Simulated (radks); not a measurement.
Ionisation of the magnesium ion Mg+, [Ne] 3s1, to [Ne] as the strength of local exchange is varied. Method: non-relativistic Kohn-Sham, Slater X-alpha exchange (alpha = 2/3 is LDA exchange), no correlation, spin-polarised, spherical densities, point nucleus; open shells are filled with parallel spins first; computed with a radial shooting solver on a logarithmic mesh with Libxc functionals.

alpha  E(Mg+) (hartree)  exchange (hartree)  IE (eV)  -e of the level emptied (eV)  <r> of it (bohr)
0.614        -196.87483           -13.20797   14.302                   10.929 (3s)             2.838
0.619        -196.98241           -13.32153   14.339                   10.970 (3s)             2.834
0.657        -197.80161           -14.18775   14.620                   11.277 (3s)             2.806
0.658        -197.82321           -14.21062   14.628                   11.285 (3s)             2.805
0.667        -198.01766           -14.41663   14.695                   11.359 (3s)             2.798
0.952        -204.25636           -21.10201   16.896                   13.800 (3s)             2.608
0.964        -204.52249           -21.39038   16.992                   13.908 (3s)             2.600
1.004        -205.41160           -22.35559   17.314                   14.269 (3s)             2.576

NIST Atomic Spectra Database: 15.035 eV (measured). The Delta-SCF value meets it near alpha = 0.71.
